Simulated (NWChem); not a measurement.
Correlation energy of HAl

```
Al
H 1 1.6842
```
Charge 0, spin multiplicity 1.

Program: NWChem. The geometry was optimised at PBE/def2-SVP, a minimum by its harmonic frequencies.

Basis set: cc-pVTZ. Each correlation energy counts from its own Hartree-Fock reference.

```tsv
method	correlation energy (mHa)	difference from CCSD(T)
RI-MP2	-62.0	+21.9
MP2	-62.0	+21.9
SCS-MP2	-71.6	+12.3
CR-CCSD[T]	-83.8	+0.1
CR-CCSD(T)	-83.8	+0.1
CCSDT	-84.3	-0.4
CCSD	-82.5	+1.4
CCSD+T(CCSD)	-83.9	0.0
CCSD(T)	-83.9	0.0
```

The values span 22.3 mHa, from CCSDT (lowest) to RI-MP2 (highest). 

The correlated methods keep 5 core orbitals frozen. The structure started from a generated list of species. Differences from the coupled-cluster row are differences between methods, not errors against experiment.
